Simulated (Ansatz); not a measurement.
Consider the substitution at a C–C bond: `FC(F)C(F)(F)CC(F)(F)F` + H–F → `FC(F)C(F)(F)F` + `CC(F)(F)F`.

Calculated with Ansatz (gas phase, PBE0-D4/def2-TZVP geometries, no zero-point term in ΔE). CCSD(T)/CBS adds triple-zeta CCSD(T) − MP2 to the extrapolated MP2 energy (def2 sets, frozen cores). This one scheme is used for every species. DFT in def2-TZVPP. B3LYP here is the variant with VWN-RPA as its local correlation; programs differ in this. HSE06 is defined as in plane-wave codes. One conformer a species, not always the lowest.

`FC(F)C(F)(F)CC(F)(F)F`:

Z-matrix (Å, degrees):
```
C
F 1 1.342
C 1 1.536 2 109.0
F 1 1.350 2 108.5 3 -118.5
H 1 1.092 2 109.2 3 122.4
F 3 1.352 1 107.1 2 65.3
F 3 1.352 1 108.1 2 -50.2
C 3 1.516 1 115.9 2 -170.4
C 8 1.510 3 116.9 1 -62.2
H 8 1.091 3 107.1 1 176.9
H 8 1.090 3 108.5 1 60.0
F 9 1.342 8 112.1 3 60.7
F 9 1.333 8 112.8 3 -60.5
F 9 1.336 8 109.6 3 179.6
```

H–F:

Cartesian coordinates in Å:
```
F 0.060 -0.401 0.218
H -0.060 0.401 -0.218
```

`FC(F)C(F)(F)F`:

```xyz
8

F     1.289    0.286   -1.147
C     0.400    0.640   -0.206
F    -0.468    1.518   -0.734
C    -0.367   -0.608    0.250
F     0.483   -1.487    0.774
F    -1.007   -1.180   -0.759
F    -1.253   -0.269    1.184
H     0.921    1.100    0.639
```

`CC(F)(F)F`:

Z-matrix (Å, degrees):
```
C
C 1 1.497
H 1 1.089 2 109.3
H 1 1.089 2 109.3 3 -120.0
H 1 1.089 2 109.3 3 120.0
F 2 1.341 1 111.8 3 180.0
F 2 1.341 1 111.8 3 -60.0
F 2 1.341 1 111.8 3 60.0
```

Q: Is it downhill or uphill in electronic energy at CCSD(T)/CBS, and by how much? (An estimate is asked.)

A: Computed: Nearly level: ΔE = -1.4 kJ/mol.

Q: What do these levels give: r2SCANh-D4, r2SCAN0-D4, ωB97M-V, PBE-QIDH, r2SCAN, B3LYP, r2SCAN0, HSE06, MP2/def2-SVP, CCSD/def2-TZVPP, HF/def2-QZVPP, SCS-MP2/def2-QZVPP? (Estimate.)

A: Ansatz gave: r2SCANh-D4 -18.7, r2SCAN0-D4 -17.8, ωB97M-V -12.3, PBE-QIDH -13.4, r2SCAN -22.3, B3LYP -27.8, r2SCAN0 -21.0, HSE06 -21.8, MP2/def2-SVP -18.1, CCSD/def2-TZVPP -9.6, HF/def2-QZVPP -40.1, SCS-MP2/def2-QZVPP -5.6 kJ/mol.

Largest T1 diagnostic among the species: 0.012.

Leaving LDA and LC-ωPBE aside and taking each functional with its dispersion term where it has one, the values, not all of them listed here, spread over 10.0 kJ/mol, from B97M-V to revPBE-D4. LDA lies +10.4 kJ/mol from PBE without D4. In def2-TZVPP, CCSD(T) changes the Hartree–Fock value by +33.3 kJ/mol (the triples alone add +3.3 kJ/mol) and MP2 by +38.2 kJ/mol. The D4 term adds +12.8 kJ/mol with B3LYP and +7.6 kJ/mol with PBE0; it sums over pairs of atoms, weighted by their polarisabilities, and B3LYP, whose exchange is more repulsive, gets the larger term.
